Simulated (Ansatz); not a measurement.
Program: Ansatz. Geometries: PBE0-D4/def2-TZVP. ΔE: electronic, gas phase. CBS: MP2 limit from def2 TZ/QZ plus the TZ coupled-cluster correction, frozen cores. Functionals use def2-TZVPP. Open shells (•) are unrestricted, without spin–orbit coupling. For Ge outer-core shells are correlated without core-valence functions, which leaves a few kJ/mol of doubt a bond. Scalar relativity is left out up to krypton. Each species was taken in one conformer, which may not be the lowest.

Reaction (homolysis of the Ge–O bond): `O[SiH](O)[O][GeH3]` → `[GeH3]`• + `[O][SiH](O)O`•

| level | ΔE (kJ/mol) | difference from CCSD(T)/CBS |
| --- | --- | --- |
| r2SCAN-D4 | 442.3 | -40.5 |
| PBE0-D4 | 449.3 | -33.5 |
| ωB97X-V | 468.1 | -14.7 |
| B2PLYP | 458.8 | -24.0 |
| PBE0 | 441.6 | -41.2 |
| HF/def2-TZVPP | 337.6 | -145.2 |
| SCS-MP2/def2-TZVPP | 491.7 | 8.9 |
| CCSD/def2-TZVPP | 458.4 | -24.4 |
| MP2/def2-QZVPP | 512.9 | 30.1 |
| CCSD/CBS(def2) | 472.3 | -10.5 |
| CCSD(T)/CBS | 482.8 | 0 |

Largest T1 diagnostic among the species: 0.015.

From PBE to PBE0 (25 % exact exchange), in def2-TZVPP and without D4, ΔE moves by +4.0 kJ/mol. In def2-TZVPP, CCSD(T) changes the Hartree–Fock value by +131.3 kJ/mol (the triples alone add +10.5 kJ/mol) and MP2 by +166.9 kJ/mol; breaking electron pairs costs correlation energy, which Hartree–Fock lacks. The D4 term adds +13.7 kJ/mol with B3LYP and +7.7 kJ/mol with PBE0; it sums over pairs of atoms, weighted by their polarisabilities, and B3LYP, whose exchange is more repulsive, gets the larger term.

B3LYP here is the variant with VWN-RPA as its local correlation; programs differ in this.
